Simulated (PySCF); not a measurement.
# Nuclear quadrupole coupling in `C=C/C(C)=C(\C(=O)F)C(F)(F)F`

Compound: C7H6F4O.
Structure used (GFN2-xTB), in Å, numbered top down from 1:
```xyz
18
C7H6F4O angstrom
C      2.6269   -0.1952    0.7422
C      1.3264   -0.1446    1.0169
C      0.3056    0.1808    0.0342
C      0.6915    1.1212   -1.0591
C     -0.9547   -0.3334    0.1287
C     -1.3576   -1.1854    1.2468
O     -0.6803   -1.8429    1.9654
F     -2.6947   -1.1369    1.4776
C     -1.9933   -0.0014   -0.9172
F     -3.0556   -0.8027   -0.9068
F     -1.4916   -0.0959   -2.1654
F     -2.4547    1.2602   -0.8032
H      3.0220   -0.0239   -0.2455
H      3.3417   -0.4571    1.5024
H      0.9845   -0.4018    2.0090
H     -0.1184    1.8018   -1.3096
H      0.9345    0.5586   -1.9610
H      1.5591    1.7051   -0.7672
```

Field gradients from the PBE0/pcSseg-1 density (PySCF, non-relativistic), principal values in atomic units, ordered |Vxx| ≤ |Vyy| ≤ |Vzz|:

| atom | Vxx | Vyy | Vzz |
| --- | --- | --- | --- |
| O7 | 0.5422 | 1.0433 | -1.5855 |

Task: Find the asymmetry η = (Vxx − Vyy)/Vzz and the couplings χ = eQV/h (234.96 MHz × Q in barn × V in au), with Q(17O) = −0.0256 b.

Result: 
| atom | environment | nucleus | η | χzz (MHz) | χxx (MHz) | χyy (MHz) |
| --- | --- | --- | --- | --- | --- | --- |
| O7 | carbonyl oxygen | 17O | 0.32 | 9.54 | -3.26 | -6.28 |

Task: What is Vzz at O7 in SI units (1 au = 9.71736 × 10²¹ V/m²)?

Result: -1.5855 au = -15.407 × 10²¹ V/m².

Task: And the gradient at the other heavy atoms, for which no coupling is worked out here?

Result: 
| atom | environment | Vzz (au) | η |
| --- | --- | --- | --- |
| C1 | terminal =CH2 carbon | 0.388 | 0.24 |
| C2 | alkene CH carbon | 0.319 | 0.62 |
| C3 | fully substituted alkene carbon | 0.511 | 0.08 |
| C4 | allylic carbon | 0.127 | 0.44 |
| C5 | fully substituted alkene carbon | -0.104 | 0.86 |
| C6 | acyl halide carbon | -0.470 | 0.29 |
| F8 | acyl fluorine | 2.597 | 0.34 |
| C9 | CF3 carbon | -0.395 | 0.05 |
| F10 | fluorine of a CF3 group | 2.976 | 0.06 |
| F11 | fluorine of a CF3 group | 2.930 | 0.04 |
| F12 | fluorine of a CF3 group | 2.913 | 0.07 |

Were the hydrogens deuterons (Q(2H) = 0.00286 b), χzz would run from 206 kHz (H16 and H17) to 225 kHz (H14).

Geometry: GFN2-xTB, one conformer, isolated molecule. GFN2-xTB bond lengths can be off by several hundredths of an ångström, more for odd bonds, and the gradients follow them. The small basis limits the accuracy of the gradients.
